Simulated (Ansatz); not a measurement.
SiH$_{4}$O$_{3}$, singlet: a saddle search.

in.yaml

```yaml
crystal:
  periodic: [false, false, false]
  atoms:
    - {symbol: Si, position_ang: [-0.252773, -0.109893, -0.074402]}
    - {symbol: H, position_ang: [1.385205, -0.705434, -0.356129]}
    - {symbol: O, position_ang: [-0.629701, -1.512091, -0.365152]}
    - {symbol: H, position_ang: [0.667866, -1.405548, -0.437309]}
    - {symbol: O, position_ang: [-0.541275, 1.034593, -1.306506]}
    - {symbol: O, position_ang: [-0.223836, 0.603883, 1.307879]}
    - {symbol: H, position_ang: [-0.309870, 2.022319, -0.947779]}
    - {symbol: H, position_ang: [-0.156314, 0.028289, 2.119522]}
basis:
  gaussian: {orbitals: def2-SVP}
hamiltonian: {xc: {name: BLYP}, dispersion: d4}
saddle:
  f_tol: 0.1
  max_steps: 40
  mode_guess:
    - [-0.4377, -0.0955, 0.0139]
    - [0.1088, -0.2723, -0.0693]
    - [-0.4155, 0.0666, 0.0669]
    - [0.6063, 0.3774, 0.0322]
    - [0.0741, -0.0200, 0.0133]
    - [0.0796, -0.0184, -0.0340]
    - [-0.0084, -0.0176, 0.0072]
    - [-0.0072, -0.0202, -0.0301]
```

Command:

```bash
ansatz run in.yaml --threads 2 --pin off --events-out ev --progress --plain --max-ram 4352MiB
```

The run's output (Ansatz 0.2.0):

```
Functional definition: BLYP
  name "BLYP"
  cite "Becke, Phys. Rev. A 38, 3098 (1988) doi:10.1103/PhysRevA.38.3098"
  cite "Lee, Yang & Parr, Phys. Rev. B 37, 785 (1988) doi:10.1103/PhysRevB.37.785"
  parameter beta = 0.0042
  parameter a = 0.04918
  parameter b = 0.132
  parameter c = 0.2533
  parameter d = 0.349
  exchange = b88_x(beta = beta)
  correlation = lyp_c(a = a, b = b, c = c, d = d)
857 factors; their error is unknown
mean field evaluation 1: about -14059.4055 eV, gradient 9.7e1 eV
mean field evaluation 2: about -13978.1153 eV, gradient 2.1e2 eV
mean field evaluation 4: about -14074.7333 eV, gradient 2.3e1 eV
mean field evaluation 8: about -14075.6307 eV, gradient 7.3e-2 eV
mean field evaluation 16: about -14075.5893 eV, gradient 8.7e-6 eV
mean field -14075.58931440 eV, -517.2683665273 hartree, gradient 8.7e-6 eV, S^2 0.000000; 0 other end points of the search recorded, 0 dependent functions left out
the calculation of the forces begins
reference -14075.58959809 eV, -517.2683769525 hartree; 21, 21 occupied and 59, 59 virtual orbitals, 857 factors
these checks for a lower state are left out or cut short: stability, starts, cluster_reference, orbital_swaps, neighbouring_geometries, increment
857 factors; their error is unknown
mean field -14075.57540085 eV, -517.2678552134 hartree, gradient 1.2e-6 eV, S^2 0.000000; 0 other end points of the search recorded, 0 dependent functions left out
the calculation of the forces begins
reference -14075.57568467 eV, -517.2678656439 hartree; 21, 21 occupied and 59, 59 virtual orbitals, 857 factors
these checks for a lower state are left out or cut short: stability, starts, cluster_reference, orbital_swaps, neighbouring_geometries, increment
857 factors; their error is unknown
mean field -14075.62177883 eV, -517.2695595728 hartree, gradient 1.2e-6 eV, S^2 0.000000; 0 other end points of the search recorded, 0 dependent functions left out
the calculation of the forces begins
reference -14075.62206263 eV, -517.2695700025 hartree; 21, 21 occupied and 59, 59 virtual orbitals, 857 factors
saddle step   1: F+E_penalty+E_count = -14075.88512670 eV  max|allowed force component| = 6.611e0 eV/Å  curvature = -12.6951 eV/Å²  mode residual = 3.55e0 eV/Å²  Δτ_max = 0.0000 Å  (1 rotations, 3 force calls, 72 SCF iters)  cluster: 3 rotations left out, max|force component along them| = 2.494e-8 eV/Å
saddle step   2: F+E_penalty+E_count = -14076.46333470 eV  max|allowed force component| = 3.186e0 eV/Å  curvature = -12.0865 eV/Å²  mode residual = 1.46e0 eV/Å²  Δτ_max = 0.1077 Å  (1 rotations, 3 force calls, 81 SCF iters)  cluster: 3 rotations left out, max|force component along them| = 1.836e-8 eV/Å
saddle step   3: F+E_penalty+E_count = -14076.61930321 eV  max|allowed force component| = 1.005e0 eV/Å  curvature = -8.6161 eV/Å²  mode residual = 2.53e0 eV/Å²  Δτ_max = 0.0929 Å  (1 rotations, 3 force calls, 72 SCF iters)  cluster: 3 rotations left out, max|force component along them| = 4.028e-8 eV/Å
saddle step   4: F+E_penalty+E_count = -14076.67080689 eV  max|allowed force component| = 4.318e-1 eV/Å  curvature = -11.0191 eV/Å²  mode residual = 8.43e-1 eV/Å²  Δτ_max = 0.0526 Å  (1 rotations, 3 force calls, 74 SCF iters)  cluster: 3 rotations left out, max|force component along them| = 3.768e-8 eV/Å
saddle step   5: F+E_penalty+E_count = -14076.67825558 eV  max|allowed force component| = 1.682e-1 eV/Å  curvature = -11.6168 eV/Å²  mode residual = 1.20e0 eV/Å²  Δτ_max = 0.0106 Å  (1 rotations, 3 force calls, 74 SCF iters)  cluster: 3 rotations left out, max|force component along them| = 2.063e-8 eV/Å
saddle step   6: F+E_penalty+E_count = -14076.68341354 eV  max|allowed force component| = 6.584e-2 eV/Å  curvature = -12.5728 eV/Å²  mode residual = 1.23e0 eV/Å²  Δτ_max = 0.0188 Å  (1 rotations, 7 force calls, 166 SCF iters)  cluster: 3 rotations left out, max|force component along them| = 3.219e-8 eV/Å
saddle search: the force at step 7 is within saddle.f_tol, and the search now checks the order of the point unasked, as it does wherever a lone molecule whose rigid rotations it leaves out would converge (saddle.isolated_cluster): at most 100 rotations across the mode and 202 force calls, two more next to a line or behind a second negative curvature, two more where it reads a positive, two for each turn that reads one and six more at each negative that it reads, and up to 22 at one that stands (24 where saddle.amplitude is under 0.005 Å), over each length that the point is read over (saddle.order_check: false declines the check)
saddle search: the rotation starts from a random direction (saddle.seed = 0)
saddle step   7: F+E_penalty+E_count = -14076.68570831 eV  max|allowed force component| = 6.174e-2 eV/Å  curvature = -12.8664 eV/Å² (error put at 0.0171; -12.8831 at half of saddle.amplitude)  mode residual = 1.47e0 eV/Å²  Δτ_max = 0.0409 Å  (1 rotations, 45 force calls, 988 SCF iters)  order check (unasked): positive, curvature across the mode = +0.6400 eV/Å²; +0.4540 less its residual, +0.4535 less it at half of saddle.amplitude; error put at 0.0005 (34 force calls)  cluster: 3 rotations left out, max|force component along them| = 1.724e-8 eV/Å
Total energy: -14076.68598084 eV, -517.3086682753 hartree
Atom 0 at    -0.285293    -0.092346    -0.111675 Å, force     0.000687    -0.034737     0.003673 eV/Å
Atom 1 at     1.439308    -0.734716    -0.417946 Å, force    -0.015386    -0.004337    -0.000222 eV/Å
Atom 2 at    -0.697658    -1.609357    -0.348585 Å, force     0.008768     0.028966     0.002239 eV/Å
Atom 3 at     0.731737    -1.429730    -0.480393 Å, force     0.004281     0.007957    -0.002001 eV/Å
Atom 4 at    -0.464061     1.082203    -1.251191 Å, force     0.013439     0.061741     0.015225 eV/Å
Atom 5 at    -0.206995     0.667632     1.359048 Å, force     0.005505    -0.020244     0.021549 eV/Å
Atom 6 at    -0.365345     2.003866    -0.940193 Å, force    -0.013196    -0.060968    -0.018995 eV/Å
Atom 7 at    -0.212391     0.068568     2.131059 Å, force    -0.004098     0.021622    -0.021469 eV/Å
Dipole moment:     0.214215     0.500558     0.418951 e Å

[the SCF lines of later steps are left out]
```

The lines “mean field evaluation” count trial sets of orbitals through the whole run, from several starts and some on an approximate energy, so they need not fall steadily or lie above the final value.

Hardware: 2 CPU threads of an Intel Xeon Platinum 8259CL, shared host. Wall time about 55 s.
